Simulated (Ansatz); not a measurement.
ClH$_{4}$SSbSi, SMILES `Cl[SiH2][S][SbH2]`, 8 atoms. The species carries charge 0 and has multiplicity 1. Correlated methods include outer-core shells of Sb, which these sets cover unevenly. Sb takes the def2 core potential. All runs use 4 threads of an Arm Neoverse V2 on a shared host. Correlated methods freeze the cores.

How many basis functions does each run have, and how long does it take in Ansatz? RHF-CCSD(T)/def2-SVP energy; RKS PBE-QIDH (frozen core)/def2-TZVPP energy; RKS PBE0-D4/def2-TZVP relaxation (14 steps); RKS ωB97M-V/def2-QZVPP energy; RKS PBE0-D4/def2-SVP energy; RKS SPW92 (LDA)/def2-TZVPP energy; RKS PBE0-D4/def2-TZVP frequencies; RKS LC-ωPBE/def2-TZVPP energy; RHF-MP2/def2-QZVPP energy; RKS B3LYP-D4/def2-TZVPP energy and forces; RKS ωB97M-V/def2-SVP energy; RHF-CCSD(T)/def2-TZVPP energy. (An estimate is asked.)

The calculation gave: Other jobs shared the machine, so times are rough.

```json
{"level": "RKS SPW92 (LDA)/def2-TZVPP", "job": "energy", "functions": "232", "wall time": "1.1 s", "peak host memory (GiB)": "0.33"}
{"level": "RKS PBE0-D4/def2-SVP", "job": "energy", "functions": "100", "wall time": "1.1 s", "peak host memory (GiB)": "0.22"}
{"level": "RKS LC-ωPBE/def2-TZVPP", "job": "energy", "functions": "232", "wall time": "2.5 s", "peak host memory (GiB)": "0.47"}
{"level": "RHF-CCSD(T)/def2-SVP", "job": "energy", "functions": "100", "wall time": "3.2 s", "peak host memory (GiB)": "0.39"}
{"level": "RKS B3LYP-D4/def2-TZVPP", "job": "energy and forces", "functions": "232", "wall time": "4.5 s", "peak host memory (GiB)": "0.75"}
{"level": "RKS ωB97M-V/def2-SVP", "job": "energy", "functions": "100", "wall time": "4.6 s", "peak host memory (GiB)": "0.34"}
{"level": "RKS PBE-QIDH (frozen core)/def2-TZVPP", "job": "energy", "functions": "232", "wall time": "5 s", "peak host memory (GiB)": "0.63"}
{"level": "RHF-MP2/def2-QZVPP", "job": "energy", "functions": "412", "wall time": "15 s", "peak host memory (GiB)": "2"}
{"level": "RKS ωB97M-V/def2-QZVPP", "job": "energy", "functions": "412", "wall time": "19 s", "peak host memory (GiB)": "2"}
{"level": "RKS PBE0-D4/def2-TZVP", "job": "relaxation (14 steps)", "functions": "185", "wall time": "46 s", "peak host memory (GiB)": "0.58"}
{"level": "RHF-CCSD(T)/def2-TZVPP", "job": "energy", "functions": "232", "wall time": "120 s", "peak host memory (GiB)": "4"}
{"level": "RKS PBE0-D4/def2-TZVP", "job": "frequencies", "functions": "185", "wall time": "120 s", "peak host memory (GiB)": "0.58"}
```

B3LYP here is the variant with VWN-RPA as its local correlation; programs differ in this. LC-ωPBE has ω = 0.4 bohr⁻¹.
